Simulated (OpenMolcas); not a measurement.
Pt2+ (d8) among equal point charges was computed by CASSCF with the d shell active (OpenMolcas, ANO-RCC-VDZP on the metal). Its lowest spin-free states, and all those of the highest spin:

```json
{"2S+1": "3", "Degeneracy": "3", "E (cm-1)": "0.0"}
{"2S+1": "3", "Degeneracy": "3", "E (cm-1)": "3166"}
{"2S+1": "3", "Degeneracy": "1", "E (cm-1)": "6657"}
{"2S+1": "1", "Degeneracy": "2", "E (cm-1)": "11747"}
{"2S+1": "1", "Degeneracy": "3", "E (cm-1)": "12167"}
{"2S+1": "3", "Degeneracy": "3", "E (cm-1)": "14634"}
{"2S+1": "1", "Degeneracy": "3", "E (cm-1)": "18196"}
{"2S+1": "1", "Degeneracy": "3", "E (cm-1)": "19416"}
{"2S+1": "1", "Degeneracy": "1", "E (cm-1)": "19939"}
{"2S+1": "1", "Degeneracy": "2", "E (cm-1)": "20956"}
{"2S+1": "1", "Degeneracy": "1", "E (cm-1)": "44262"}
```

Problem. Is the site octahedral, tetrahedral or cube-like, axial, or of lower symmetry?

Solution. The states with 2S+1 = 3 have orbital degeneracies 3, 3, 1, 3. Threefold states need a cubic site. For d8 at this spin an octahedron puts the single A2 below the threefold T2 and a tetrahedron or cube puts the threefold T1 below the threefold T2, so the site is a tetrahedron or a cube, which this pattern cannot tell apart. The run had Pt2+ among 4 point charges of -2 e arranged as a tetrahedron (Td), 1.96 Å from the ion.

An orbital triplet at a regular site is open to Jahn-Teller coupling, which can distort the site and quench the lowest spin-orbit gaps and is left out. Without dynamic correlation the repulsion within the d shell is too large (B by tens of per cent), so at a given field states of lower spin stand too high. Real 4d8 and 5d8 ions are as a rule square planar and diamagnetic. This is an electrostatic model: the charges have no orbitals. No measured value stands beside these numbers.
